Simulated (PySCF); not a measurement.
Species: CH5ClOSi.
Cartesian coordinates in Å at the PBE0-D3(BJ)/def2-SVP level; atoms count from 1:
```
atom  x, y, z in Å
O1     1.3817    1.2760    0.5711
Si2    0.3328   -0.0105    0.5096
C3    -1.3584    0.6162   -0.0607
Cl4   -1.8217    1.9619    1.0416
H5     1.0153    2.0557    1.0041
H6     0.8839   -0.9793   -0.4775
H7     0.1440   -0.6667    1.8379
H8    -2.1487   -0.1471   -0.0116
H9    -1.3299    1.0237   -1.0816
```

Computed at PBE0/pcSseg-1 (PySCF, non-relativistic), with Q(17O) = −0.0256 b, Q(35Cl) = −0.0817 b: O1, 17O (I = 5/2): χzz = -8.744 MHz, η = 0.665; Cl4, 35Cl (I = 3/2): χzz = -76.92 MHz, η = 0.047.

Find the zero-field quadrupole resonance frequencies of 17O at O1.

From the eigenvalues of H = χ/[4I(2I − 1)] × [3Iz² − I(I + 1) + η(Ix² − Iy²)], steps between neighbouring levels, labelled as for η = 0: ±1/2↔±3/2 1.833 MHz, ±3/2↔±5/2 2.445 MHz (silanol oxygen).

Where would the pure quadrupole (NQR) lines of 35Cl at Cl4 fall for the rigid, isolated species?

From ν = (|χ|/2)√(1 + η²/3): ν = 38.47 MHz (alkyl chlorine). For 37Cl the ratio of quadrupole moments, 0.7881, gives 30.32 MHz.

Apply the simplest Townes–Dailey estimate (no s hybridisation, no π bonding), ionic character = 1 − χzz/χ0, where χ0 is the coupling for one missing p electron along the bond: −109.74 MHz for 35Cl.

Cl4 on C3: 1 − (-76.92)/(-109.74) = 0.30. In this model a purely covalent bond gives χ0 and a free halide ion gives zero; s hybridisation or π bonding, where present, is counted here as ionic character.

In a crystal, neighbours and librations shift these lines. The basis is small and wasn't made for field gradients, so the couplings can be 20 % off.

The run behind these numbers computed NMR shieldings as well. On an Arm Neoverse V1 with one thread, no GPU (shared host), this took 6.5 s.

One conformer stands for the species.
